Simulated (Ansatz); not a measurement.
System: SiH3S, charge 0, doublet. SiH3S (SMILES [SiH2]S, doublet).
B3LYP-D3(BJ)/def2-TZVP minimum from Ansatz (a quantum-chemistry and plane-wave program):
```
Si
H 1 1.4850
H 1 1.4896 2 110.30
S 1 2.1473 2 104.60 3 119.37
H 4 1.3443 1 95.22 2 -171.41
```
Charge 0, spin multiplicity 2.

Total energies in hartree (Ansatz). Open shells are spin-unrestricted; no spin-orbit coupling. Cores are frozen in correlated methods. No relativity. Where a partner has so few electrons that a lower coupled-cluster level is exact, that level stands in.

| species | HF/cc-pV(T+d)Z | CCSD(T)/cc-pV(T+d)Z | HF/cc-pV(Q+d)Z | CCSD(T)/cc-pV(Q+d)Z | CCSDT(Q)/cc-pV(T+d)Z |
|---|---|---|---|---|---|
| 1: SiH3S (SMILES [SiH2]S, doublet) | -688.23137 | -688.56829 | -688.23837 | -688.59752 | -688.57032 |
| 2: Si (triplet) | -288.85649 | -288.93344 | -288.85845 | -288.93781 | -288.93426 |
| 3: S (triplet) | -397.50938 | -397.65444 | -397.51264 | -397.66785 | -397.65537 |
| 4: H (doublet) | -0.49981 | -0.49981 | -0.49995 | -0.49995 | -0.49981 |

**Question.** Work out the atomisation energy (electronic, to ground-state atoms) in kcal/mol: take Hartree-Fock from cc-pV(Q+d)Z, extrapolate the CCSD(T) correlation energy as X^-3 (X = 3, 4), and add CCSDT(Q) - CCSD(T) in cc-pV(T+d)Z. 1 hartree = 627.51 kcal/mol.

**Answer.** 
Species 1: correlation (64·(-0.35915) - 27·(-0.33692))/37 = -0.37537; step -0.00203; E1 = -688.23837 + (-0.37537) + (-0.00203) = -688.61577
Species 2: correlation (64·(-0.07936) - 27·(-0.07695))/37 = -0.08112; step -0.00082; E2 = -288.85845 + (-0.08112) + (-0.00082) = -288.94039
Species 3: correlation (64·(-0.15521) - 27·(-0.14506))/37 = -0.16262; step -0.00093; E3 = -397.51264 + (-0.16262) + (-0.00093) = -397.67619
Species 4: correlation (64·(0.00000) - 27·(0.00000))/37 = 0.00000; step +0.00000; E4 = -0.49995 + (0.00000) + (+0.00000) = -0.49995
-1·E1 +1·E2 +1·E3 +3·E4 = 0.49934 hartree = 313.3 kcal/mol.
